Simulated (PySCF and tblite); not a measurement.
Results of a calculation; reference values are marked as such.
Molecule: C₅H₁₀N₂, numbered as in [CH2:1]=[N:2][C@@H:3]1[CH2:4][C@@H:5]1[NH:6][CH3:7]; H named by carrier, a and b as here (out-of-plane angle 1°, Å):

```
C1       2.088    0.205   -1.727
N2       1.447   -0.287   -0.764
C3       1.060    0.496    0.316
C4       0.834   -0.216    1.633
C5      -0.362    0.248    0.887
N6      -1.240   -0.666    0.303
C7      -2.334   -0.241   -0.517
H1a      2.405    1.253   -1.789
H1b      2.348   -0.439   -2.553
H3       1.426    1.527    0.352
H4a      1.032   -1.276    1.628
H4b      1.126    0.293    2.538
H5      -0.854    1.156    1.231
H6      -1.085   -1.645    0.445
H7a     -3.107   -1.008   -0.526
H7b     -2.031   -0.044   -1.556
H7c     -2.765    0.679   -0.112
```

The mean out-of-plane torsion at N6 (0° is planar) is held and the rest relaxed at GFN2-xTB. Energies: B3LYP/pcSseg-1 + D3(BJ). Couplings: B3LYP/6-31G* with H pcJ-1 N pcJ-1, gas phase, for ¹H, ¹⁵N. (tblite 0.8, PySCF 2.14.)

One held structure gave ¹J(N6,H6) = -83.7, ³J(H5,H6) = 12.5, ²J(N6,H5) = -5.1, ³J(N6,H4a) = -3.0, ³J(H4b,H5) = 9.1, ²J(H4a,H4b) = -8.1, ³J(H3,H5) = 5.7, ³J(N2,N6) = 0.7 Hz.

Task: At which out-of-plane angle was it held?
A. -40°
B. -24°
C. 41°
D. 1°
E. 24°

Result: E. It lies 1.25 kcal/mol above the lowest point.
